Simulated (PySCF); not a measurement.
# How far are cheaper levels from CCSD(T)/CBS for Rb2?

PySCF; the state is a singlet (closed shell). The composite is CCSD(T) extrapolated to the basis-set limit from two correlation-consistent sets, with core-valence (CV) and scalar-relativistic (SR) terms as its label shows; it has no spin–orbit coupling and nothing beyond (T). Here it is CCSD(T)/CBS(DT). It gives Re = 4.182 Å, ωe = 59.5 cm⁻¹ and De = 0.51 eV to Rb + Rb.

```
      level       basis                           relativity  Re (Å)  ωe (cm⁻¹)  De (eV)
RHF-SCS-MP2  def2-TZVPP  scalar-relativistic core potentials   4.285       56.9     0.36
RHF-CCSD(T)  def2-TZVPP  scalar-relativistic core potentials   4.323       53.7     0.43
        PBE  def2-TZVPP  scalar-relativistic core potentials   4.284       55.3     0.53
       TPSS  def2-TZVPP  scalar-relativistic core potentials   4.390       53.4     0.59
     r²SCAN   def2-SVPD  scalar-relativistic core potentials   4.375       53.5     0.31
      M06-L    def2-SVP  scalar-relativistic core potentials   4.110       56.6     0.55
      B3LYP  def2-TZVPP  scalar-relativistic core potentials   4.258       55.8     0.45
       PBE0    def2-SVP  scalar-relativistic core potentials   4.304       56.0     0.45
  BHandHLYP    def2-SVP  scalar-relativistic core potentials   4.274       56.6     0.38
  BHandHLYP   def2-SVPD  scalar-relativistic core potentials   4.274       56.6     0.38
```

**Question.** Give the difference of each row from the composite.

**Answer.** 

```
      level       basis  ΔRe (pm)  Δωe (%)  ΔDe (eV)
RHF-SCS-MP2  def2-TZVPP     +10.3     -4.4     -0.15
RHF-CCSD(T)  def2-TZVPP     +14.1     -9.7     -0.08
        PBE  def2-TZVPP     +10.2     -7.1     +0.02
       TPSS  def2-TZVPP     +20.8    -10.3     +0.08
     r²SCAN   def2-SVPD     +19.3    -10.1     -0.20
      M06-L    def2-SVP      -7.2     -4.9     +0.04
      B3LYP  def2-TZVPP      +7.6     -6.2     -0.06
       PBE0    def2-SVP     +12.2     -5.9     -0.06
  BHandHLYP    def2-SVP      +9.2     -4.9     -0.13
  BHandHLYP   def2-SVPD      +9.2     -4.9     -0.13
```

**Question.** Which rows come closest in De?

**Answer.** PBE in def2-TZVPP (+0.02 eV), counted from the composite.

Correlated steps freeze the inner cores (0 to 28 orbitals); shallow outer-core shells are correlated. Closed-shell solutions of metal pairs were not tested for spin polarisation, which can lower them a little. Where the molecule has an RHF reference, its open-shell atoms are computed with UHF.
